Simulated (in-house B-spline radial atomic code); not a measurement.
Values are calculated unless marked as measured or tabulated.
**Softness against transferability: the 4s channel of Cu**

Cu, [Ar] 3d10 4s1, non-relativistic PBE, spherical and spin-unpolarised, from a B-spline radial code for spherical atoms (atomic units). The all-electron 4s level is ε = -0.163112 hartree, its outermost node lies just inside 0.91 bohr and its outer maximum at 2.33 bohr.

Troullier-Martins pseudo-orbitals are made for several radii. The cutoffs (hartree) are the plane-wave energies beyond which the orbital holds less than the named kinetic energy per electron. The phase error is the difference, pseudo minus all-electron, of arctan(R P'/P) at R = 3.56 bohr for all radii, half a hartree below and above the level.

```csv
r_c (bohr),V_l(0) (hartree),cutoff for 10 mEh,for 1 mEh,for 0.1 mEh,phase error at ε − 0.5 (mrad),at ε + 0.5 (mrad)
1.75,1.37,2.88,9.68,20.7,-0.2,-3.9
2.03,2.14,2.98,7.37,13.9,-0.1,-3.4
2.33,1.30,2.6,5.25,12.1,-0.2,-6.0
2.63,0.62,2.08,4.03,9.86,-0.5,-13.1
2.94,0.20,1.48,3.28,7.84,-1.1,-27.1
3.26,-0.05,0.541,2.69,6.2,-2.3,-49.8
```

Task: Which radius needs the lowest cutoff for 0.1 mEh while both phase errors stay within 13.2 mrad?

Result: The radii within that limit are 1.75, 2.03, 2.33, 2.63 bohr; of these r_c = 2.63 needs the least, 9.86 hartree, that is 19.7 Ry or 268 eV.

Task: What does the larger radius buy, and what does it cost?

Result: From r_c = 1.75 to 3.26 bohr the cutoff for 1 mEh goes from 9.68 to 2.69 hartree, a factor of 3.60, against 3.47 for a pure 1/r_c² scaling, end to end; step by step it is 9.68, 7.37, 5.25, 4.03, 3.28, 2.69, and for 0.1 mEh 20.7, 13.9, 12.1, 9.86, 7.84, 6.2; the number of plane waves goes as the cutoff to the power 3/2, here a factor of 6.8. The larger of the two phase errors is least at r_c = 2.03 bohr, 3.4 mrad; it is 3.9 at the smallest radius and 49.8 at the largest. These errors test the reference atom alone. Large radii also let the cores of neighbours overlap, which an atom doesn't show.
